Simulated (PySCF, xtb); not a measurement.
N-methyl-N-silylmethanamine (C₂H₉NSi), SMILES CN(C)[SiH3].

Harmonic wavenumbers (cm⁻¹) from GFN2-xTB run with xtb at its own minimum, in rising order: 122, 161, 205, 269, 305, 388, 563, 612, 694, 749, 817, 829, 1042, 1058, 1090, 1127, 1210, 1308, 1419, 1430, 1482, 1490, 1503, 1513, 2146, 2256, 2263, 2882, 2883, 2941, 2945, 3034, 3035.

Question: What does B3LYP-D3(BJ)/def2-SVP run with PySCF give at its own minimum? (Estimate from the structure and the level; the computed values follow.)

Answer: 121, 140, 222, 253, 280, 367, 670, 697, 723, 918, 981, 986, 1028, 1091, 1116, 1168, 1238, 1315, 1435, 1453, 1457, 1466, 1484, 1505, 2153, 2220, 2225, 2949, 2955, 3015, 3021, 3101, 3102. Paired by order, the mean absolute difference is 48 cm⁻¹ and the zero-point energies are 65.4 and 67.0 kcal/mol.
